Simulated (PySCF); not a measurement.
BiF2, SMILES [F][Bi+][F] (connectivity only; charge and spin as stated), charge +1, multiplicity 1.

The structure is a stationary point at PBE0-D3(BJ)/def2-TZVP. The spin state was assumed, not searched. The isomer is the one that the SMILES or the coordinates give; other isomers of the formula were not compared. The def2 effective core potentials stand for the cores of Bi; spin–orbit coupling is left out.

Two levels are set side by side: TDA-PBE/def2-SVPD (PySCF) and TDA-B3LYP/def2-SVPD (PySCF). Vertical, same geometry. The lowest singlet is HOMO−1→LUMO 100 % with PBE and HOMO→LUMO 96 % with the other functional; states are paired by order. Differences are taken from unrounded values.

```
quantity                              TDA-B3LYP  TDA-PBE  TDA-PBE minus TDA-B3LYP
------------------------------------  ---------  -------  -----------------------
lowest singlet excitation (eV)             4.78     4.28                    -0.50
lowest triplet excitation (TDA) (eV)       4.17     3.91                    -0.26
```

A lower first singlet is the usual sign of a functional without exact exchange. Differences between two approximate levels are no errors against the true value.

Rough cost on one machine, each run with all the roots and properties that it gave: TDA-B3LYP against TDA-PBE within a factor of 2.
